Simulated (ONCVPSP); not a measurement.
# Potentials for Zn (Z = 30) compared

Generated with ld1.x 7.5 (TM, RRKJ, ultrasoft, PAW), atompaw 4.2 or ONCVPSP 4.0.1. The cutoff is in Ry: for ld1.x and atompaw files where the sum of valence levels is converged to 10 mRy in a Bessel basis, for ONCV files where the hardest occupied wave has 1 mHa per electron of residual kinetic energy. The error is the largest all-electron minus pseudo excitation energy over each file’s own four to seven test configurations (ionisations up to +4, promotions, holes and added fractions of an electron), all of which were solved. The labels leave out finer settings (local radius, basis sizes, second energies), which also bear on the numbers. Spin-polarised tests are not counted. The rows are a selection from randomly drawn settings: files with unsolved tests, undetermined cutoffs or missed reference levels are left out.

A true bound ghost makes a file unfit for plane-wave use even where its test errors are small: the radial tests pick states by their node count and pass the ghost by.

| potential | cutoff (Ry) | largest error (meV) | bound ghosts |
| --- | --- | --- | --- |
| ONCV, PBE, scalar-relativistic, rc 1.00/0.75/1.15/1.05 (spdf), local smoothed, core correction yes, reference 3s2 3p6 3d10 4s2, qcut 12.4/9.1/10.8/10.6, projectors 2/2/2/1 | 130 | -127 | none |
| ONCV, PBEsol, scalar-relativistic, rc 1.00/1.05/0.70 (spd), local smoothed, core correction yes, reference 3s2 3p6 3d10 4s1, qcut 11/11.3/15.4, projectors 2/2/1 | 813 | -5.8 | none |
| ONCV, PBE, scalar-relativistic, rc 0.95/0.80/0.95 (spd), local smoothed, core correction yes, reference 3s2 3p6 3d10 4s2, qcut 10.5/21.3/14.4, projectors 2/1/3 | 225 | -11 | none |
| ONCV, PBE, scalar-relativistic, rc 1.35/0.90/1.05 (spd), local smoothed, core correction yes, reference 3s2 3p6 3d10 4s2, qcut 9.2/13.5/14.2, projectors 2/2/1 | 162 | -460 | none |
| ONCV, revPBE, scalar-relativistic, rc 2.15/1.85/1.40 (spd), local smoothed, core correction no, reference 3d10 4s2, qcut 3.6/4.1/10.5, projectors 1/2/1 | 92 | +40 | s |
| ONCV, BLYP, scalar-relativistic, rc 1.10/0.65/1.45 (spd), local smoothed, core correction yes, reference 3s2 3p6 3d10 4s1, qcut 12.7/10.5/11.3, projectors 2/3/2 | 481 | +444 | p |
| ONCV, PBEsol, fully relativistic, rc 2.00/2.10/0.95 (spd), local smoothed, core correction yes, reference 3d10 4s2, qcut 4.1/4.7/13.2, projectors 3/1/3 | 176 | -58 | s, p3/2, d5/2, p1/2 |

**Question.** Fill in the row for Zn: ONCV, PBE, scalar-relativistic, rc 1.05/0.85/0.90 (spd), local smoothed, core correction yes, reference 3s2 3p6 3d10 4s1, qcut 9/16.8/19.2, projectors 2/3/2.

**Answer.** cutoff 277 Ry, largest error -6.5 meV, bound ghosts: none.

**Question.** Fill in the row for Zn: ONCV, LDA (Perdew-Wang 92), scalar-relativistic, rc 2.20/1.10/0.75 (spd), local smoothed, core correction yes, reference 3p6 3d10 4s1, qcut 2.5/14.6/23.6, projectors 2/1/3.

**Answer.** cutoff 363 Ry, largest error -101 meV, bound ghosts: s.
